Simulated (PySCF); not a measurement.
A geometry optimisation, step by step.

C₂H₄ClNSi.
Bonds: N1–C2 (triple), C2–Si3, Si3–C4, C4–Cl5. Hydrogens: H6, H7 on Si3; H8, H9 on C4.

Computed by this run: PBE0-D3(BJ)/def2-SVP geometry optimisation, gas phase in PySCF 2.14.0; density fitting, grid level 1; the optimiser is geomeTRIC in internal coordinates, started from a GFN2-xTB structure with every atom displaced at random (about 0.01 Å). The frame can shift and turn from step to step; on so coarse a grid that alone can change the energy by a few meV, and forces under 0.02 eV/Å are noise.

Step 0: E = -24008.1548 eV, largest atomic force 2.451 eV/Å
```
atom  x, y, z in Å  |  force x, y, z in eV/Å
N1      2.305    1.633   -0.822    1.306   1.678  -0.703
C2      1.622    0.787   -0.471   -1.351  -1.891   0.777
Si3     0.548   -0.636    0.100    0.307   0.833   0.042
C4     -1.207   -0.021    0.007   -1.128  -0.156   0.482
Cl5    -1.467    1.301    1.180    0.167   0.237   0.165
H6      0.761   -1.731   -0.838    0.129  -0.529  -0.322
H7      0.945   -0.940    1.489    0.019  -0.150   0.132
H8     -1.489    0.382   -0.971    0.106  -0.123  -0.248
H9     -1.959   -0.792    0.291    0.446   0.103  -0.325
```

Step 1: E = -24008.2183 eV, largest atomic force 0.292 eV/Å
```
atom  x, y, z in Å  |  force x, y, z in eV/Å
N1      1.499    2.194   -0.453   -0.141  -0.158   0.073
C2      0.781    1.351   -0.106    0.061   0.174  -0.062
Si3    -0.349   -0.030    0.410    0.048  -0.179   0.040
C4     -2.142    0.554    0.371    0.220   0.176  -0.080
Cl5    -2.362    1.889    1.541   -0.002  -0.085  -0.069
H6     -0.121   -1.152   -0.548   -0.054   0.063  -0.011
H7      0.032   -0.455    1.782    0.009   0.054   0.021
H8     -2.421    0.914   -0.631   -0.030   0.025   0.019
H9     -2.813   -0.271    0.637   -0.111  -0.070   0.068
```

Step 2: E = -24008.2230 eV, largest atomic force 0.106 eV/Å
```
atom  x, y, z in Å  |  force x, y, z in eV/Å
N1      1.477    2.197   -0.449   -0.016  -0.006   0.010
C2      0.769    1.347   -0.103    0.008   0.033  -0.016
Si3    -0.347   -0.043    0.415    0.019  -0.100   0.029
C4     -2.131    0.557    0.366    0.017   0.009  -0.017
Cl5    -2.343    1.892    1.531   -0.001   0.011   0.010
H6     -0.132   -1.159   -0.550   -0.015   0.015  -0.013
H7      0.037   -0.457    1.789   -0.001   0.026   0.000
H8     -2.409    0.920   -0.634   -0.001  -0.007   0.001
H9     -2.818   -0.259    0.638   -0.009   0.019  -0.004
```

Step 3: E = -24008.2239 eV, largest atomic force 0.034 eV/Å
```
atom  x, y, z in Å  |  force x, y, z in eV/Å
N1      1.461    2.199   -0.447    0.011   0.029  -0.006
C2      0.761    1.342   -0.102    0.000  -0.027  -0.001
Si3    -0.346   -0.055    0.417    0.000  -0.009   0.005
C4     -2.125    0.560    0.365   -0.027  -0.017   0.011
Cl5    -2.326    1.901    1.526    0.004   0.012   0.007
H6     -0.139   -1.168   -0.552    0.002  -0.001  -0.003
H7      0.039   -0.460    1.794    0.000   0.001  -0.001
H8     -2.399    0.923   -0.637    0.008  -0.003  -0.006
H9     -2.823   -0.247    0.638    0.001   0.016  -0.006
```

Step 4: E = -24008.2240 eV, largest atomic force 0.023 eV/Å
```
atom  x, y, z in Å  |  force x, y, z in eV/Å
N1      1.458    2.197   -0.447    0.002   0.013  -0.002
C2      0.760    1.338   -0.102    0.006  -0.022  -0.002
Si3    -0.347   -0.060    0.418   -0.006   0.014   0.000
C4     -2.124    0.562    0.365   -0.016  -0.011   0.008
Cl5    -2.318    1.907    1.524    0.004   0.005   0.001
H6     -0.142   -1.172   -0.552    0.003  -0.003   0.001
H7      0.039   -0.463    1.795    0.000  -0.004  -0.001
H8     -2.394    0.924   -0.637    0.006   0.001  -0.003
H9     -2.828   -0.239    0.639    0.002   0.008  -0.002
```

Task: Summarise the path.

Result: The energy falls by 0.0692 eV from step 0 to step 4; nine tenths of that is first reached at step 1. It falls at every step. The largest force goes from 2.451 to 0.023 eV/Å. Among the bonds Si3–H6 changes most, from 1.458 to 1.490 Å; the atoms move by 0.040 Å rms after alignment.

The cost below is that of the whole optimisation. Hardware: one thread, Arm Neoverse V1 (aarch64), shared host. Cost: 16 s of wall time, 0.40 GiB resident at most.
